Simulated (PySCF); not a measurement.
Molecule: SMILES C/C=[CH]\[AlH2-][NH3+], C3H10AlN.

Bonds (- single, = double, # triple, : aromatic): C1-C2, C2=C3, C3-Al4, Al4-N5. C1 carries H6, H7, H8; C2 carries H9; C3 carries H10; Al4 carries H11, H12; N5 carries H13, H14, H15. Formal charges: Al4 -1, N5 +1. Stereochemistry as in C/C=[CH]\[AlH2-][NH3+].

Frames of a GFN2-xTB Langevin trajectory at 400 K; GIAO PBE0/pcSseg-1 shieldings in PySCF, gas phase, non-relativistic; equivalent atoms averaged within each frame.

Shifts are taken against calculated references (same method and geometry level): 13C (186.93 ppm) and 1H (31.72 ppm) against TMS; 27Al (489.97 ppm) vs AlH4-; NH3 for 15N (267.73 ppm). The references are static minima.

How do the shifts (ppm) fluctuate along the trajectory?

Results:


```tsv
time (fs)	C2	C3	C1	Al4	N5	H9	H10	H11/H12	H13/H14/H15	H6/H7/H8
optimised geometry	155.4	144.1	32.7	58.8	32.5	6.89	5.96	4.40	2.15	2.01
250	152.6	152.0	27.7	66.5	27.7	7.29	6.14	4.22	2.19	1.68
425	164.3	151.1	27.3	57.1	42.6	7.98	6.22	5.18	3.90	2.38
625	151.0	144.6	36.1	73.7	20.6	7.07	5.69	4.63	2.47	3.34
800	150.0	153.6	34.7	88.6	20.3	6.31	6.66	4.69	0.99	1.79
1000	164.7	149.7	29.8	60.9	29.1	7.60	7.04	5.34	1.95	1.95
mean of frames	156.5	150.2	31.1	69.4	28.1	7.25	6.35	4.81	2.30	2.23
standard deviation	7.4	3.4	4.0	12.4	9.1	0.63	0.52	0.45	1.05	0.68
```

5 frames give an uncertainty of the mean of about the standard deviation over 2.2 at best, since frames this close in time may not be independent; classical motion lacks zero-point vibration, and the reference would need the same averaging.
